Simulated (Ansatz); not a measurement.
This geometry of CH8Ge2 (11 atoms, charge 0, multiplicity 1) is a first-order saddle point.

Method: RKS PBE/def2-SVP (Ansatz 0.2.0).

```xyz
11
Properties=species:S:1:pos:R:3
Ge 0.102 0.117 -0.724
H 0.694 -0.003 0.943
Ge 2.424 0.069 0.330
H 2.865 -1.348 -0.111
H 3.171 1.201 -0.429
H 2.790 0.244 1.839
H -0.778 1.202 0.013
C -0.863 -1.630 -0.454
H -1.447 -1.675 0.483
H -1.553 -1.752 -1.312
H -0.138 -2.467 -0.481
```

(1) Which two structures does it join? (They come from a converged band through this point; their orientation in space is the band's.)

(2) How far does it lie above each of them?

## Answers

(1) Bonds formed: H2–Ge3.

Image 0:

```xyz
11
Properties=species:S:1:pos:R:3
Ge 0.064 -0.133 0.537
H -0.194 -0.467 2.035
Ge 2.470 0.025 0.155
H 3.152 -1.352 0.383
H 2.772 0.469 -1.303
H 3.127 1.052 1.117
H -0.593 1.247 0.242
C -0.762 -1.519 -0.602
H -1.849 -1.576 -0.400
H -0.611 -1.278 -1.672
H -0.309 -2.507 -0.394
```

Image 6:

```xyz
11
Properties=species:S:1:pos:R:3
Ge 0.009 0.058 -1.103
H 0.884 0.265 0.651
Ge 2.474 0.067 0.503
H 2.836 -1.275 -0.167
H 3.108 1.286 -0.194
H 2.874 0.028 2.006
H -0.873 1.074 -0.214
C -0.863 -1.639 -0.411
H -1.158 -1.626 0.655
H -1.792 -1.750 -1.014
H -0.233 -2.528 -0.615
```

(2) 172.9 kJ/mol above the first and 10.9 kJ/mol above the second. This is the barrier of this one path; another mechanism may lie lower.

The run took 46 s on 4 threads of Intel(R) Xeon(R) 6975P-C (Granite Rapids), with other jobs on the host, peak memory 0.2 GiB.
